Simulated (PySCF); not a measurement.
What does the PBE0-D3(BJ)/def2-SVP structure of `N#C[Se]C[Se-]` look like in three dimensions? (Charge -1.)

```xyz
7
C2H2NSe2 angstrom
N      2.657   -1.223    0.685
C      1.842   -0.807   -0.040
Se     0.492   -0.122   -1.149
C     -0.945    0.407    0.107
Se    -2.291    1.099   -1.087
H     -1.238   -0.497    0.660
H     -0.513    1.148    0.796
```

Orientation and origin are arbitrary. Atoms count from 1 in this order. Se3 (selenium bonded to 2 C) is bent (angle 104.2°). The C–Se distances run from 1.877 Å (C2–Se3, drawn single) to 1.981 Å (Se3–C4, drawn single), a spread of 0.104 Å. The 5 heavy atoms lie in one plane (0.001 Å rms).

Bonds between heavy atoms (Å): N1≡C2 1.167, C2–Se3 1.877, Se3–C4 1.981, C4–Se5 1.928.

Level of theory: PBE0-D3(BJ)/def2-SVP geometry optimisation, gas phase in PySCF.

Point group: Cs (tolerance 0.08 Å). Stationary, but not proved a minimum. Torsions: C2–Se3–C4–Se5 180°.

One conformer stands for the species.
